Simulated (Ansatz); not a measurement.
Born–Oppenheimer molecular dynamics of Cl3HSi (5 atoms, charge 0, multiplicity 1). It starts at the highest image of a converged band. Of that band: Neighbouring images differ by up to 1.3 eV, so the band resolves the path poorly. A vibrational analysis at the climbing image gives one clearly imaginary mode, 742i cm⁻¹: a first-order saddle point.

All numbers below come from RKS PBE/def2-SVP (Ansatz 0.2.0).

* ensemble: NVE (velocity Verlet)
* time step: 0.5 fs
* steps asked: 200
* starting velocities drawn for: 100 K
* seed: 2490

First frame:

```xyz
5
Properties=species:S:1:pos:R:3
Si -0.414 0.000 0.364
H 0.845 0.000 1.417
Cl 2.144 0.000 0.457
Cl -0.827 1.677 -0.793
Cl -0.827 -1.677 -0.793
```

Question: How far do the bonds stretch over the last three quarters of this one trajectory? (Pairs bonded in most of those frames.)

Answer: 
| bond | mean (Å) | spread (Å) | shortest | longest |
| --- | --- | --- | --- | --- |
| Si1–Cl4 | 2.126 | 0.031 | 2.08 | 2.17 |
| Si1–Cl5 | 2.126 | 0.016 | 2.09 | 2.15 |
| H2–Cl3 | 1.311 | 0.024 | 1.27 | 1.39 |

Mean temperature of the second half: 899 K. The conserved energy stayed within 0.03 meV per atom of its start (net change -0.02 meV per atom), so the integration is sound. The kinetic energy rose, since the run started high on the potential surface and went downhill. It ends in pieces (Cl2Si + ClH), so much of that is their flight and rotation, not heat. A run of 0.1 ps of so small a system gives no equilibrium averages. The orbitals stay closed-shell, which can raise the energy where a bond breaks towards radicals; this wasn't checked here.

The run took 10 min on 1 thread of Intel(R) Xeon(R) Platinum 8259CL CPU @ 2.50GHz (Skylake/Cascade Lake), on a shared host, peak memory 0.14 GiB.
